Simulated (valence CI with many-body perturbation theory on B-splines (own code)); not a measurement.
# Hf66+: electric-dipole lines

Computed by configuration interaction combined with many-body perturbation theory (CI+MBPT): four valence electrons over a frozen Dirac-Fock core [He], radial functions for each j: 11 s, 11 p, 10 d, 8 f, 5 g, 2 h, with the one-electron correlation potential Σ1, the two-electron term Σ2, the three-electron term Σ3, Breit, model QED; selected CI, second order for the rest, scaled by the run's own slope (own B-spline code, finite nucleus).

No measured spectrum was set against this ion. As an estimate, large intervals hold to a few tenths of a per cent, small ones and those within an open d or f shell to about a per cent. Among the levels kept, up to 1200 cm⁻¹ of a level comes from second order outside the variational space, and about a tenth of that is noise between levels of different J, which matters for small intervals.

Lines 51 to 100 of 600 in falling wavelength, among levels below 13431 eV, chosen from the strongest by gf and those to the six lowest levels. Wavelengths and rates use the calculated energies. Electric multipoles are in the length gauge, E1 and E2 with the static RPA response of the core. Weak lines are less certain than strong ones. Lines between different terms over intervals too small for the method are left out, as are lines whose strength nearly cancels. The highest levels of a list are the least certain.

Levels are named by their leading jj configuration (3d3/2^4 stands for four electrons in 3d with j = 3/2), which in mixed levels can hold well under half, so a name can repeat and another be missing. Letters in brackets count levels of one name in rising energy.

```tsv
λ vac (Å)	Upper	Lower	A (s⁻¹)	S (a.u.) with core polarisation	S without
28.62	(2s 2p1/2 2p3/2 3d3/2) J=2 [b]	(2s 2p1/2 2p3/2 3p1/2) J=2 [b]	4.37e+11	2.53e-02	2.53e-02
28.44	(2s 2p3/2^2 3p3/2) J=3 [a]	(2s 2p3/2^2 3s) J=2 [a]	4.06e+11	3.23e-02	3.23e-02
28.30	(2p1/2 2p3/2^2 3p3/2) J=1 [a]	(2p1/2 2p3/2^2 3s) J=2 [b]	5.59e+11	1.88e-02	1.88e-02
28.11	(2s 2p3/2^2 3d3/2) J=3 [b]	(2s 2p3/2^2 3p1/2) J=2 [b]	4.49e+11	3.44e-02	3.44e-02
28.10	(2s 2p3/2^2 3p3/2) J=1 [b]	(2s 2p3/2^2 3s) J=0	6.14e+11	2.02e-02	2.02e-02
28.03	(2s 2p1/2 2p3/2 3d3/2) J=2 [a]	(2s 2p1/2 2p3/2 3p1/2) J=2 [a]	3.25e+11	1.76e-02	1.76e-02
28.03	(2s 2p1/2 2p3/2 3d3/2) J=1 [b]	(2s 2p1/2 2p3/2 3p1/2) J=2 [b]	6.31e+11	2.06e-02	2.06e-02
27.99	(2s^2 2p3/2 3d3/2) J=2	(2s^2 2p3/2 3p1/2) J=2	3.11e+11	1.68e-02	1.68e-02
27.97	(2p1/2 2p3/2^2 3p3/2) J=3 [b]	(2p1/2 2p3/2^2 3s) J=2 [b]	3.94e+11	2.98e-02	2.98e-02
27.91	(2s 2p3/2^2 3d3/2) J=2 [b]	(2s 2p3/2^2 3p1/2) J=1 [b]	3.96e+11	2.13e-02	2.13e-02
27.91	(2s 2p1/2 2p3/2 3d3/2) J=2 [c]	(2s 2p1/2 2p3/2 3p1/2) J=1 [b]	3.27e+11	1.75e-02	1.75e-02
27.90	(2s 2p1/2 2p3/2 3p3/2) J=1 [a]	(2s 2p1/2 2p3/2 3s) J=1 [a]	7.64e+11	2.46e-02	2.46e-02
27.87	(2p1/2^2 2p3/2 3d3/2) J=2	(2p1/2^2 2p3/2 3p1/2) J=2	2.91e+11	1.55e-02	1.55e-02
27.86	(2s^2 2p3/2 3d3/2) J=2	(2s^2 2p3/2 3p1/2) J=1	3.27e+11	1.75e-02	1.75e-02
27.84	(2s 2p1/2^2 3p3/2) J=1	(2s 2p1/2^2 3s) J=0	6.50e+11	2.08e-02	2.08e-02
27.83	(2p1/2 2p3/2^2 3p3/2) J=2 [a]	(2p1/2 2p3/2^2 3s) J=1 [a]	3.52e+11	1.87e-02	1.87e-02
27.81	(2s 2p3/2^2 3d3/2) J=3 [a]	(2s 2p3/2^2 3p1/2) J=3	3.85e+11	2.86e-02	2.86e-02
27.79	(2s 2p1/2^2 3d3/2) J=1	(2s 2p1/2^2 3p1/2) J=0	4.45e+11	1.41e-02	1.41e-02
27.78	(2p1/2^2 2p3/2 3d3/2) J=2	(2p1/2^2 2p3/2 3p1/2) J=1	3.09e+11	1.64e-02	1.64e-02
27.76	(2s 2p3/2^2 3d3/2) J=2 [a]	(2s 2p3/2^2 3p1/2) J=2 [a]	5.44e+11	2.87e-02	2.87e-02
27.68	(2s 2p3/2^2 3p3/2) J=1 [a]	(2s 2p3/2^2 3s) J=2 [a]	1.01e+12	3.18e-02	3.18e-02
27.66	(2p1/2 2p3/2^2 3d3/2) J=2	(2p1/2 2p3/2^2 3p1/2) J=2 [a]	3.26e+11	1.70e-02	1.70e-02
27.66	(2s 2p3/2^2 3d3/2) J=3 [a]	(2s 2p3/2^2 3p1/2) J=2 [a]	2.90e+11	2.12e-02	2.12e-02
27.62	(2s 2p3/2^2 3d3/2) J=4	(2s 2p3/2^2 3p1/2) J=3	6.60e+11	6.18e-02	6.18e-02
27.60	(2s 2p3/2^2 3p3/2) J=0	(2s 2p3/2^2 3s) J=1 [b]	9.64e+11	1.00e-02	1.00e-02
27.56	(2s 2p3/2^2 3p3/2) J=3 [b]	(2s 2p3/2^2 3s) J=2 [b]	1.03e+12	7.45e-02	7.45e-02
27.54	(2s 2p3/2^2 3d3/2) J=2 [c]	(2s 2p3/2^2 3p1/2) J=2 [b]	2.62e+11	1.35e-02	1.35e-02
27.53	(2s 2p3/2^2 3d3/2) J=1 [a]	(2s 2p3/2^2 3p1/2) J=2 [a]	7.34e+11	2.27e-02	2.27e-02
27.49	(2s 2p1/2 2p3/2 3d3/2) J=3 [c]	(2s 2p1/2 2p3/2 3p1/2) J=2 [c]	6.57e+11	4.72e-02	4.72e-02
27.48	(2s^2 2p3/2 3d3/2) J=3	(2s^2 2p3/2 3p1/2) J=2	6.70e+11	4.80e-02	4.80e-02
27.46	(2p1/2^2 2p3/2 3p3/2) J=1	(2p1/2^2 2p3/2 3s) J=1	6.54e+11	2.01e-02	2.01e-02
27.46	(2p1/2 2p3/2^2 3d3/2) J=4	(2p1/2 2p3/2^2 3p1/2) J=3	6.59e+11	6.06e-02	6.06e-02
27.46	(2s^2 2p3/2 3p3/2) J=1	(2s^2 2p3/2 3s) J=1	8.26e+11	2.53e-02	2.53e-02
27.43	(2s 2p3/2^2 3d3/2) J=2 [c]	(2s 2p3/2^2 3p1/2) J=1 [a]	2.54e+11	1.29e-02	1.29e-02
27.42	(2s 2p1/2 2p3/2 3d3/2) J=3 [a]	(2s 2p1/2 2p3/2 3p1/2) J=2 [a]	6.06e+11	4.31e-02	4.31e-02
27.42	(2s 2p1/2 2p3/2 3p3/2) J=2 [b]	(2s 2p1/2 2p3/2 3s) J=2 [b]	6.76e+11	3.44e-02	3.44e-02
27.40	(2p1/2 2p3/2^2 3p3/2) J=3 [a]	(2p1/2 2p3/2^2 3s) J=2 [a]	1.00e+12	7.14e-02	7.14e-02
27.39	(2p1/2^2 2p3/2 3d3/2) J=3	(2p1/2^2 2p3/2 3p1/2) J=2	6.39e+11	4.53e-02	4.53e-02
27.38	(2s 2p1/2^2 3d3/2) J=2	(2s 2p1/2^2 3p1/2) J=1	6.52e+11	3.30e-02	3.30e-02
27.38	(2s^2 2p1/2 3d3/2) J=2	(2s^2 2p1/2 3p1/2) J=1	6.68e+11	3.38e-02	3.38e-02
27.37	(2s 2p1/2 2p3/2 3d3/2) J=2 [a]	(2s 2p1/2 2p3/2 3p1/2) J=1 [a]	3.37e+11	1.71e-02	1.71e-02
27.34	(2s 2p1/2 2p3/2 3d3/2) J=4	(2s 2p1/2 2p3/2 3p1/2) J=3	6.45e+11	5.85e-02	5.85e-02
27.32	(2s 2p1/2 2p3/2 3d3/2) J=1 [c]	(2s 2p1/2 2p3/2 3p1/2) J=0	3.74e+11	1.13e-02	1.13e-02
27.31	(2p1/2 2p3/2^2 3d3/2) J=3	(2p1/2 2p3/2^2 3p1/2) J=2 [a]	5.84e+11	4.11e-02	4.11e-02
27.29	(2p1/2 2p3/2^2 3p3/2) J=3 [b]	(2p1/2 2p3/2^2 3s) J=3	5.10e+11	3.58e-02	3.58e-02
27.28	(2s 2p1/2 2p3/2 3p3/2) J=3 [c]	(2s 2p1/2 2p3/2 3s) J=2 [c]	8.87e+11	6.22e-02	6.22e-02
27.27	(2p1/2 2p3/2^2 3d3/2) J=1	(2p1/2 2p3/2^2 3p1/2) J=1 [a]	5.50e+11	1.65e-02	1.65e-02
27.23	(2p1/2 2p3/2^2 3p3/2) J=4	(2p1/2 2p3/2^2 3s) J=3	9.09e+11	8.16e-02	8.16e-02
27.23	(2s 2p1/2 2p3/2 3p3/2) J=2 [c]	(2s 2p1/2 2p3/2 3s) J=1 [c]	8.87e+11	4.42e-02	4.42e-02
27.20	(2s 2p1/2 2p3/2 3d3/2) J=1 [a]	(2s 2p1/2 2p3/2 3p1/2) J=1 [a]	5.86e+11	1.75e-02	1.75e-02
```
